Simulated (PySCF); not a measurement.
## Yb⁶⁹⁺: ionisation energy

Yb⁶⁹⁺ 1s1 (2S) → Yb⁷⁰⁺ (bare nucleus), as a difference of total energies. Calculation: PySCF 2.14, in an even-tempered Gaussian basis (17 s from 190 bohr⁻², ratio 2.2; 7 p from 290 bohr⁻², ratio 2.4; 4 d from 870 bohr⁻², ratio 2.4; 3 f from 1300 bohr⁻², ratio 2.4; 3 g from 2000 bohr⁻², ratio 2.4); scalar relativity by spin-free X2C-1e. The calculations carry no spin-orbit coupling.

| method | ionisation energy (eV) | difference from reference (eV) |
| --- | --- | --- |
| UHF | 71678.9 | +104.3 |
| LDA | 71588.5 | +13.9 |
| PBE | 71680.4 | +105.8 |
| PBE0 | 71680.0 | +105.4 |
| r2SCAN | 71686.3 | +111.7 |
| revPBE | 71691.0 | +116.4 |
| M06 | 71695.4 | +120.8 |

Reference: 71574.63 ± 0.1 eV (theoretical estimate listed by NIST; NIST Atomic Spectra Database, ionization energies).

For one electron Hartree-Fock is exact for this Hamiltonian up to the basis; QED and nuclear recoil make up the gap, and the density functionals add self-interaction.
